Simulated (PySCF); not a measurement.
C₅H₉NOSe.
Geometry (PBE0-D3(BJ)/def2-SVP, Å), atoms numbered from 1 in this order:
```xyz
17
C5H9NOSe angstrom
C      0.6485   -2.5146    0.4099
C      0.5472   -1.1767    0.5107
N     -0.5645   -0.5176   -0.0266
C     -1.1087    0.7203    0.2460
C     -2.4297    0.9490   -0.4579
O     -0.6008    1.5529    0.9603
Se     1.9127   -0.2544    1.4638
C      2.3302    1.1745    0.2187
H     -0.1729   -3.1179    0.0087
H      1.5528   -3.0280    0.7345
H     -1.1294   -1.1127   -0.6221
H     -3.1965    0.2540   -0.0811
H     -2.3366    0.7957   -1.5442
H     -2.7519    1.9776   -0.2619
H      3.2560    1.6341    0.5915
H      2.5095    0.7683   -0.7852
H      1.5160    1.9092    0.2217
```

All values: CAM-B3LYP/def2-SVPD (PySCF, non-relativistic), on one gas-phase PBE0-D3(BJ)/def2-SVP geometry that isn't relaxed in the solvent. The solvent is an IEF-PCM continuum (van der Waals radii × 1.2). Only the electrostatic response of the medium enters. Spin–orbit coupling is left out although an atom past zinc is present.

Gas phase at CAM-B3LYP/def2-SVPD: HOMO -7.14 eV, LUMO 0.47 eV, dipole 3.81 D.

Task: What does the continuum do to the energy, the frontier levels and the dipole at CAM-B3LYP/def2-SVPD in tetrahydrofuran and methanol?

Result: 
```json
{"solvent": "tetrahydrofuran", "ε": "7.426", "E(solvent) − E(gas) (kcal/mol)": "-7.60", "polarisation term (kcal/mol)": "-9.16", "distortion of the solute (kcal/mol)": "1.56", "HOMO (eV)": "-7.26", "LUMO (eV)": "0.49", "dipole (D)": "5.15"}
{"solvent": "methanol", "ε": "32.61", "E(solvent) − E(gas) (kcal/mol)": "-9.33", "polarisation term (kcal/mol)": "-11.77", "distortion of the solute (kcal/mol)": "2.44", "HOMO (eV)": "-7.30", "LUMO (eV)": "0.48", "dipole (D)": "5.50"}
```

The first energy column is the sum of the next two and covers electrostatics alone. From tetrahydrofuran to methanol the lowering changes by a factor 1.23, Onsager's factor (ε − 1)/(2ε + 1) by 1.18 and ε itself by 4.4.

Task: Which radius a makes the point-dipole formula ΔE = −[(ε − 1)/(2ε + 1)]·μ²/a³ give the value in methanol, with the gas-phase dipole?

Result: μ = 1.498 au and |ΔE| = 0.01488 Eh give a = 2.20 Å; the farthest nucleus lies 3.68 Å from the centroid of the nuclei, so such a sphere wouldn't even hold the nuclei. The formula assumes a rigid point dipole at the centre of a sphere.

Task: Give the dipole vector in the frame of the coordinates (D, pointing from negative to positive charge), gas and methanol.

Result: Gas (-1.90, -1.36, -3.01), solvent (-2.56, -2.23, -4.33). Its length changes by +45 % and its direction by 3°.

Task: How does the static polarisability (CAM-B3LYP/def2-SVPD, frozen core, with the continuum's full static response) change?

Result: 
```tsv
medium	isotropic (au)	principal values (au)	⟨r²⟩ of the electrons (bohr²)
gas	102.9	76.8, 109.8, 122.0	1507.5
tetrahydrofuran	135.7	102.3, 137.3, 167.5	1505.9
methanol	144.2	110.3, 143.4, 178.9	1505.6
```

The isotropic value in methanol is 1.40 times the gas-phase one; no cavity-field correction is applied. ⟨r²⟩ is taken about the centre of nuclear charge.

On one thread of an Arm Neoverse V1, on a shared host, this took 71 s wall and 1.4 GiB of memory at its peak. This is the whole response run at CAM-B3LYP/def2-SVPD in methanol, SCF included.
